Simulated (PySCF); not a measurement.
PySCF 2.14 output of a UHF calculation on a single atom or ion in aug-cc-pwCVTZ-PP with ECP60MDF, with a scalar-relativistic core potential:

```
SCF conv_tol = 1e-09
number electrons alpha = 10  beta = 8
cycle= 1 E= -118.366970198036  delta_E= -0.00574  |g|= 0.0293  |ddm|= 0.0521
cycle= 2 E= -118.367814907658  delta_E= -0.000845  |g|= 0.013  |ddm|= 0.0321
cycle= 3 E= -118.368371638362  delta_E= -0.000557  |g|= 0.00894  |ddm|= 0.0345
cycle= 4 E= -118.36886796889  delta_E= -0.000496  |g|= 0.00466  |ddm|= 0.0506
cycle= 5 E= -118.369029276974  delta_E= -0.000161  |g|= 0.00193  |ddm|= 0.0419
cycle= 6 E= -118.369037815957  delta_E= -8.54e-06  |g|= 0.000665  |ddm|= 0.008
cycle= 7 E= -118.369040397448  delta_E= -2.58e-06  |g|= 0.000182  |ddm|= 0.00685
cycle= 8 E= -118.369040566647  delta_E= -1.69e-07  |g|= 7.31e-05  |ddm|= 0.00206
cycle= 9 E= -118.369040582913  delta_E= -1.63e-08  |g|= 2.22e-05  |ddm|= 0.000777
cycle= 10 E= -118.369040583296  delta_E= -3.84e-10  |g|= 1.54e-06  |ddm|= 7.63e-05
converged SCF energy = -118.369040583296  <S^2> = 2.002603  2S+1 = 3.0017348
```

The run itself started from symmetry-adapted Hartree-Fock orbitals and held the occupation by maximum overlap, so the iterations belong to that start.

Q: Which element, charge and spin multiplicity is this?

A: Pt (platinum, neutral), multiplicity 3; the state was [Xe] 4f14 5d9 6p1, one real determinant (an excited configuration).

⟨L²⟩ = 8.21 against 12 for a pure F term, so this real determinant mixes terms. Energies and moments cover only the electrons outside the core potential. Spin-orbit coupling, absent here, splits the open shell strongly.
